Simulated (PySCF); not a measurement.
Input for PySCF: R-B3LYP/6-31G* on H4OSi2 (SMILES O[Si][SiH3]), a point of a torsion scan.

```python
from pyscf import gto, scf, dft, mp
from pyscf.data.elements import chemcore

mol = gto.M(
    atom='''
    O     2.07580956   -0.32847485   -0.35698047
    Si    0.82972318   -0.83270542    0.60452258
    Si    1.33017466   -3.01654789    1.05317220
    H     2.41048247    0.56153683   -0.40510001
    H     2.35728976   -3.95841300    0.57479027
    H     0.06625875   -3.75969859    0.87012392
    H     1.53447161   -3.00260328    2.51956697
    ''',
    basis='6-31g*',
    cart=True,
    charge=0, spin=0, verbose=3, max_memory=1800)
mf = dft.RKS(mol, xc='b3lyp')
mf.conv_tol = 1e-8
mf.max_cycle = 100
mf.kernel()
if not mf.converged:
    mf = mf.newton().run(mf.mo_coeff, mf.mo_occ)
```

The log:

```
converged SCF energy = -656.581949315285
```

The calculation finished and met its thresholds.

Cost: around 5 core-seconds (rough).
